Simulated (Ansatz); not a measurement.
Basis-set extrapolation for C2H7BFNS (PBE0-D4/def2-TZVP geometry, frozen core, Ansatz). Multiplicity 1, RHF reference.

|  | def2-TZVPP | def2-QZVPP |
| --- | --- | --- |
| HF | -656.025074 | -656.048014 |
| MP2 correlation | -1.081908 | -1.164656 |
| CCSD(T) correlation | -1.180057 | not run |

Energies in hartree. Use E(X) = E(∞) + A·exp(−7.88·√X) for Hartree–Fock and E(X) = E(∞) + B·X^(−2.97) for correlation, with X = 3 and 4, and add CCSD(T) minus MP2 of the smaller set to the MP2 limit.

What is the CCSD(T) energy at the basis-set limit?

HF limit: -656.048014 + (-0.022940) × 0.13774 = -656.05117. MP2 limit: -1.164656 + (-0.082748) × 0.74074 = -1.22595. Higher-order term: -1.180057 − (-1.081908) = -0.09815. Total: -657.37527 hartree, 446.7 kJ/mol below CCSD(T)/def2-TZVPP.
